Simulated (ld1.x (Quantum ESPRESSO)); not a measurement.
**Configuration tests for O (Z = 8) (TM)**

```json
{
  "Element": "oxygen (O)",
  "Generator": "ld1.x (Quantum ESPRESSO) 7.5",
  "Type": "norm-conserving Troullier–Martins (Kleinman–Bylander form)",
  "Functional": "BLYP",
  "Relativity": "scalar-relativistic",
  "Frozen core": "[He]",
  "Valence charge": "6",
  "Reference configuration": "2s2 2p3.5 (charge +0.5)",
  "Partial waves": "2s (bound): rc 0.70 bohr; 2p (bound): rc 1.65 bohr",
  "Local potential": "all-electron potential smoothed inside 1.86 bohr (lloc = -1)",
  "Core correction": "a·sin(br)/r model core, default radius (core density twice the valence density)"
}
```

Energies are relative to the spin-unpolarised reference configuration 2s2 2p3.5; without spin polarisation the order of configurations can differ from experiment.

```
valence configuration  charge  ΔE all-electron (eV)  error AE − PS (meV)
              2s2 2p4       0                -6.283                 +0.9
            2s2 2p4.3    -0.3                -8.403                 -0.7
              2s0 2p6       0                23.429                 +112
              2s2 2p0      +4               174.724                +3155
              2s1 2p4      +1                25.239                  -39
```

Q: What are ΔE and the potential's error for 2s2 2p3?

A: ΔE = 10.146 eV all-electron; the error (AE − PS) is +6.6 meV.

Q: What are ΔE and the potential's error for 2s2 2p2?

A: ΔE = 43.754 eV all-electron; the error (AE − PS) is +175 meV.
